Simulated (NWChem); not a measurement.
Everything below was run with NWChem. System: CH₃OS, charge 0, spin multiplicity 2, at a geometry optimised with UB3LYP/def2-SVP. The structure started from a generated list of species. Its SCF solution wasn't tested for a lower state. Level: UMP2/def2-TZVP, 7 core orbitals frozen.

The NWChem input:

```
start mol
memory heap 200 mb stack 900 mb global 1100 mb
geometry units angstroms nocenter noautoz
  C      0.315746    -1.406269     0.000000
  S     -0.514169     0.222799     0.000000
  O      0.613618     1.255878     0.000000
  H      0.941998    -1.493784    -0.900226
  H     -0.460711    -2.186638     0.000000
  H      0.941998    -1.493784     0.900226
  symmetry group Cs
end
basis spherical
  * library def2-tzvp
end
scf
  uhf
  nopen 1
  maxiter 100
  thresh 1e-7
  semidirect memsize 60000000 filesize 0
  # guess.movecs holds the orbitals of an unrestricted PBE0 run
  vectors input guess.movecs output mol.movecs
end
mp2
  freeze core 7
end
task mp2 energy
```

NWChem printed:

```
             Northwest Computational Chemistry Package (NWChem) 7.3.0
             --------------------------------------------------------

                                NWChem Input Module
                                -------------------

 Scaling coordinates for geometry "geometry" by  1.889725989
 (inverse scale =  0.529177249)

 Turning off AUTOSYM since
 SYMMETRY directive was detected!

                             Geometry "geometry" -> ""
                             -------------------------

 Output coordinates in angstroms (scale by  1.889725989 to convert to a.u.)

  No.       Tag          Charge          X              Y              Z
 ---- ---------------- ---------- -------------- -------------- --------------
    1 C                    6.0000     0.31574600    -1.40626900     0.00000000
    2 S                   16.0000    -0.51416900     0.22279900     0.00000000
    3 O                    8.0000     0.61361800     1.25587800     0.00000000
    4 H                    1.0000     0.94199800    -1.49378400    -0.90022600
    5 H                    1.0000    -0.46071100    -2.18663800     0.00000000
    6 H                    1.0000     0.94199800    -1.49378400     0.90022600

 Effective nuclear repulsion energy (a.u.)     105.6722096299

            Nuclear Dipole moment (a.u.)
            ----------------------------
        X                 Y               Z
 ---------------- ---------------- ----------------
     0.0000018897    -0.0000226767     0.0000000000

      Symmetry information
      --------------------

 Group name             Cs
 Group number              2
 Group order               2
 No. of unique centers     5

      Symmetry unique atoms

     1    2    3    4    5


 Summary of "ao basis" -> "" (spherical)
 ------------------------------------------------------------------------------
       Tag                 Description            Shells   Functions and Types
 ---------------- ------------------------------  ------  ---------------------
 *                         def2-tzvp                  on all atoms

 Summary of "ao basis" -> "ao basis" (spherical)
 ------------------------------------------------------------------------------
       Tag                 Description            Shells   Functions and Types
 ---------------- ------------------------------  ------  ---------------------
 C                         def2-tzvp                11       31   5s3p2d1f
 S                         def2-tzvp                13       37   5s5p2d1f
 O                         def2-tzvp                11       31   5s3p2d1f
 H                         def2-tzvp                 4        6   3s1p

                                 NWChem SCF Module
                                 -----------------

  ao basis        = "ao basis"
  functions       =   117
  atoms           =     6
  alpha electrons =    17
  beta  electrons =    16
  charge          =   0.00
  wavefunction    = UHF
  use symmetry    = T
  symmetry adapt  = T

 Summary of "ao basis" -> "ao basis" (spherical)
 ------------------------------------------------------------------------------
       Tag                 Description            Shells   Functions and Types
 ---------------- ------------------------------  ------  ---------------------
 C                         def2-tzvp                11       31   5s3p2d1f
 S                         def2-tzvp                13       37   5s5p2d1f
 O                         def2-tzvp                11       31   5s3p2d1f
 H                         def2-tzvp                 4        6   3s1p

      Symmetry analysis of basis
      --------------------------

        a'         78
        a"         39

 Forming initial guess at       0.1s

   Symmetry analysis of molecular orbitals - initial alpha
   -------------------------------------------------------

  Numbering of irreducible representations:

     1 a'          2 a"

  Orbital symmetries:

     1 a'          2 a'          3 a'          4 a'          5 a"
     6 a'          7 a'          8 a'          9 a'         10 a'
    11 a"         12 a'         13 a'         14 a"         15 a'
    16 a'         17 a"         18 a'         19 a'         20 a'
    21 a'         22 a"         23 a'         24 a"         25 a'
    26 a'         27 a"

   Symmetry analysis of molecular orbitals - initial beta
   ------------------------------------------------------

  Numbering of irreducible representations:

     1 a'          2 a"

  Orbital symmetries:

     1 a'          2 a'          3 a'          4 a'          5 a'
     6 a'          7 a"          8 a'          9 a'         10 a'
    11 a'         12 a"         13 a'         14 a'         15 a"
    16 a'         17 a"         18 a'         19 a'         20 a'
    21 a'         22 a"         23 a'         24 a"         25 a'
    26 a'         27 a"

 Starting SCF solution at       0.1s

 ----------------------------------------------
         Quadratically convergent UHF

 Convergence threshold     :          1.000E-07
 Maximum no. of iterations :          100
 Integral*density screening:          1.000E-09
 ----------------------------------------------

              iter       energy          gnorm     gmax       time
             ----- ------------------- --------- --------- --------
                 1     -512.0034573965  7.10D-01  2.42D-01      2.9
                 2     -512.0243388807  1.02D-01  2.02D-02      3.2
                 3     -512.0278675481  1.09D-02  2.89D-03      4.5
                 4     -512.0279172431  1.06D-04  2.04D-05      6.5
  ga_iter_lsolve: convergence stagnant ... aborting solve
[...]
  ----- ------------  ---------------      ----- ------------  ---------------
    46      0.276953  2 S  px                74     -0.252189  3 O  px
    77     -0.230105  3 O  px                36     -0.202141  2 S  s
    49      0.195543  2 S  px                80     -0.181308  3 O  px
    75      0.178448  3 O  py                10      0.176837  1 C  py
    35     -0.171939  2 S  s                  7      0.169287  1 C  py

 Vector   17  Occ=0.000000D+00  E= 6.832120D-02  Symmetry=a"
              MO Center=  2.4D-03,  5.1D-01, -3.4D-14, r^2= 2.6D+00
   Bfn.  Coefficient  Atom+Function         Bfn.  Coefficient  Atom+Function
  ----- ------------  ---------------      ----- ------------  ---------------
    82     -0.461902  3 O  pz                51      0.459137  2 S  pz
   102      0.454260  4 H  s                114     -0.454260  6 H  s
    14      0.329300  1 C  pz                76     -0.294036  3 O  pz
    48      0.284797  2 S  pz                79     -0.244281  3 O  pz

 Vector   18  Occ=0.000000D+00  E= 1.397834D-01  Symmetry=a'
              MO Center=  2.9D-01, -1.6D+00, -4.1D-16, r^2= 6.1D+00
   Bfn.  Coefficient  Atom+Function         Bfn.  Coefficient  Atom+Function
  ----- ------------  ---------------      ----- ------------  ---------------
     5      4.751140  1 C  s                102     -1.932123  4 H  s
   114     -1.932123  6 H  s                108     -1.843897  5 H  s
    50      0.708953  2 S  py                36     -0.520583  2 S  s
    73     -0.408603  3 O  s                107      0.302581  5 H  s
     4     -0.285222  1 C  s                  3      0.245476  1 C  s

 Vector   19  Occ=0.000000D+00  E= 1.752743D-01  Symmetry=a'
              MO Center= -2.9D-01,  1.4D-01, -9.1D-15, r^2= 4.5D+00
   Bfn.  Coefficient  Atom+Function         Bfn.  Coefficient  Atom+Function
  ----- ------------  ---------------      ----- ------------  ---------------
    50      1.530700  2 S  py                73     -1.206646  3 O  s
     5     -0.862016  1 C  s                102      0.837852  4 H  s
   114      0.837852  6 H  s                 13      0.737771  1 C  py
   108      0.679362  5 H  s                 12     -0.592440  1 C  px
    49      0.526670  2 S  px                80      0.488528  3 O  px

 center of mass
 --------------
 x =  -0.04202753 y =   0.15363336 z =   0.00000000

 moments of inertia (a.u.)
 ------------------
         218.118780152501          -5.814182494001           0.000000000000
          -5.814182494001          68.836459638429           0.000000000000
           0.000000000000           0.000000000000         275.288597185896

  Mulliken analysis of the total density
  --------------------------------------

    Atom       Charge   Shell Charges
 -----------   ------   -------------------------------------------------------
    1 C    6     6.34   0.85  1.12  0.47  0.73  0.04  1.22  1.48  0.35  0.02  0.05  0.00
    2 S   16    15.64   2.01  0.49  1.48  1.06  0.74  4.17  1.69  0.85  2.05  0.75  0.10  0.20  0.04
    3 O    8     8.42   0.79  1.18  0.59  0.98  0.34  1.77  1.94  0.78  0.00  0.03  0.00
    4 H    1     0.86   0.26  0.48  0.10  0.02
    5 H    1     0.87   0.26  0.48  0.11  0.02
    6 H    1     0.86   0.26  0.48  0.10  0.02

  Mulliken analysis of the alpha density
  --------------------------------------

    Atom       Charge   Shell Charges
 -----------   ------   -------------------------------------------------------
    1 C    6     3.15   0.43  0.56  0.24  0.36  0.02  0.60  0.73  0.18  0.01  0.03  0.00
    2 S   16     8.00   1.00  0.24  0.74  0.54  0.37  2.09  0.84  0.46  1.13  0.41  0.05  0.10  0.02
    3 O    8     4.53   0.40  0.59  0.31  0.50  0.16  1.06  1.12  0.38  0.00  0.01  0.00
    4 H    1     0.44   0.13  0.24  0.05  0.01
    5 H    1     0.44   0.13  0.24  0.05  0.01
    6 H    1     0.44   0.13  0.24  0.05  0.01

   Mulliken analysis of the beta density
   -------------------------------------

    Atom       Charge   Shell Charges
 -----------   ------   -------------------------------------------------------
    1 C    6     3.19   0.43  0.56  0.24  0.37  0.02  0.62  0.75  0.18  0.01  0.03  0.00
    2 S   16     7.64   1.00  0.24  0.74  0.53  0.37  2.08  0.85  0.39  0.93  0.34  0.05  0.10  0.02
    3 O    8     3.88   0.40  0.59  0.29  0.48  0.18  0.71  0.82  0.39  0.00  0.02  0.00
    4 H    1     0.42   0.13  0.24  0.05  0.01
    5 H    1     0.44   0.13  0.24  0.06  0.01
    6 H    1     0.42   0.13  0.24  0.05  0.01

   Mulliken analysis of the spin density
   -------------------------------------

    Atom       Charge   Shell Charges
 -----------   ------   -------------------------------------------------------
    1 C    6    -0.04  -0.00  0.00 -0.00 -0.00 -0.00 -0.01 -0.02 -0.00  0.00  0.00  0.00
    2 S   16     0.36   0.00  0.00 -0.00  0.01  0.00  0.01 -0.01  0.07  0.20  0.06  0.00  0.00 -0.00
    3 O    8     0.65   0.00 -0.00  0.02  0.02 -0.02  0.35  0.30 -0.01 -0.00 -0.00 -0.00
    4 H    1     0.01   0.00  0.01  0.00 -0.00
    5 H    1    -0.00  -0.00 -0.00 -0.00 -0.00
    6 H    1     0.01   0.00  0.01  0.00 -0.00

       Multipole analysis of the density wrt the origin
       ------------------------------------------------

     L   x y z        total         alpha         beta         nuclear
     -   - - -        -----         -----         ----         -------
     0   0 0 0     -0.000000    -17.000000    -16.000000     33.000000

     1   1 0 0     -0.251649     -0.214881     -0.036770      0.000002
     1   0 1 0     -1.170457     -1.266152      0.095718     -0.000023
     1   0 0 1     -0.000000     -0.000000     -0.000000      0.000000

     2   2 0 0    -19.175809    -28.170403    -26.099257     35.093852
     2   1 1 0     -1.043330     -1.139809      0.592444     -0.495965
     2   1 0 1      0.000000     -0.000000      0.000000      0.000000
     2   0 2 0    -18.915402    -72.979924    -69.215005    123.279528
     2   0 1 1      0.000000     -0.000000      0.000000      0.000000
     2   0 0 2    -18.480278    -13.004872    -11.263435      5.788030

                   NWChem MP2 Semi-direct Energy/Gradient Module
                   ---------------------------------------------

  Basis functions       =    117
  Molecular orbitals    =    117
  Frozen core           =      7
  Frozen virtuals       =      0
  Active alpha occupied =     10
  Active beta occupied  =      9
  Active alpha virtual  =    100
  Active beta virtual   =    101
  Use MO symmetry       = T
  Use skeleton AO sym   = T

  AO/Fock/Back tols     =   1.0D-09  1.0D-09  1.0D-09

 GA uses MA = F    GA memory limited = T

 Available:
  local mem=  1.26D+08
 global mem=  1.44D+08
 local disk=  0.00D+00
  mp2_memr nvloc                   100
  nvloc new                   100
   1 passes of  10:        5242880                      77905                  23136677.
   1 passes of  10: M    126149215           G      144151822           F     120906335.

 Semi-direct pass number   1 of   1  for UHF alpha       at       10.5s
  vrange nnbf                  6798
  mp2_eaftype                    88  avail_ma_in_mb                  1099
 EAF : mp2_eaftype filesize          88   11568338.
  mp2_eaf for mointskh                     88
Node 0 wrote     54.4 Mb in      0.0 s     Agg I/O rate:  2053.6 Mb/s
 Done moints_semi at       17.2s
  mp2_eaftype                    88  avail_ma_in_mb                  1011
 EAF : mp2_eaftype filesize          88   11568338.
  mp2_eaf for kh                    88
 Done maket at       17.5s
 Done multipass loop at       17.5s

 GA uses MA = F    GA memory limited = T

 Available:
  local mem=  1.26D+08
 global mem=  1.44D+08
 local disk=  0.00D+00
  mp2_memr nvloc                   101
  nvloc new                   101
   1 passes of   9:        5242880                      73357                  21033376.
   1 passes of   9: M    126149215           G      144151822           F     120906335.

 Semi-direct pass number   1 of   1  for UHF beta        at       17.6s
  vrange nnbf                  6798
  mp2_eaftype                    80  avail_ma_in_mb                  1099
 EAF : mp2_eaftype filesize          80   10516688.
  mp2_eaf for mointskh                     80
Node 0 wrote     49.4 Mb in      0.0 s     Agg I/O rate:  3188.6 Mb/s
 Done moints_semi at       22.5s
  mp2_eaftype                    80  avail_ma_in_mb                  1019
 EAF : mp2_eaftype filesize          80   10516688.
  mp2_eaf for kh                    80
 Done maket at       22.7s
 Done multipass loop at       22.7s

          -------------------------------------------
          SCF energy                -512.027917251690
          Correlation energy          -0.556013041298
          Singlet pairs                0.000000000000
          Triplet pairs                0.000000000000
          Total MP2 energy          -512.583930292988
          -------------------------------------------

          ---------------------------------------------------
                    Spin Component Scaled (SCS) MP2
          Same spin pairs                     -0.137158250323
          Same spin scaling factor             0.333333333333
          Opposite spin pairs                 -0.418854790976
          Opposite spin scaling fact.          1.200000000000
          SCS-MP2 correlation energy          -0.548345165945
          Total SCS-MP2 energy              -512.576262417635
          ---------------------------------------------------

 -----------------------
 Performance information
 -----------------------

 Timer overhead =  1.75D-07 seconds/call

               Nr. of calls         CPU time (s)                 Wall time (s)                GFlops
             ---------------    -------------------     ------------------------------   -------------------
Name         Min   Avg   Max    Min     Avg     Max     Min     Avg     Max   Mx/calls   Min     Max     Sum
mp2: moin     2     2     2    12.     12.     12.      12.     12.     12.     5.8      0.0     0.0     0.0
mp2: make     2     2     2   0.51    0.51    0.51     0.51    0.51    0.51    0.26      0.0     0.0     0.0
mp2: tota     1     1     1    12.     12.     12.      12.     12.     12.     12.      0.0     0.0     0.0

 The average no. of pstat calls per process was 5.00D+00
 with a timing overhead of 8.73D-07s

 Task  times  cpu:       22.7s     wall:       22.7s

 Total times  cpu:       22.7s     wall:       22.7s
```
